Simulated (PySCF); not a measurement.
# Zinc: a sound run and one with changed settings

Sound run: Zn⁺ [Ar] 3d10 4s1, Zn²⁺ [Ar] 3d10. Calculation: PySCF 2.14, in def2-SVP (5s3p2d1f, 31 functions); the non-relativistic Hamiltonian (point nucleus). The sound run starts from symmetry-adapted Hartree-Fock orbitals and uses a fine grid where one is needed.

Changed run: radial step 1.2 in ln r (0.13 in the sound run). This setting is unsound on purpose.

```tsv
species	method	sound run (hartree)	changed run (hartree)	converged
Zn⁺	UHF	-1777.28512	-1777.28512	yes
Zn⁺	M06-L	-1778.73846	-1766.70627	yes
Zn⁺	M06-2X	-1778.79043	-1774.52566	yes
Zn²⁺	UHF	-1776.68126	-1776.68126	yes
Zn²⁺	M06-L	-1778.10547	-1766.20029	yes
Zn²⁺	M06-2X	-1778.14480	-1773.92611	yes
```

Ionisation energy of Zn⁺:

| method | sound run (eV) | changed run (eV) |
| --- | --- | --- |
| UHF | 16.432 | 16.432 |
| M06-L | 17.225 | 13.768 |
| M06-2X | 17.569 | 16.315 |

A coarse radial grid mis-integrates the density and the exchange-correlation energy, with errors of either sign; Hartree-Fock needs no grid.

For comparison, NIST gives 17.964 eV between the lowest levels.
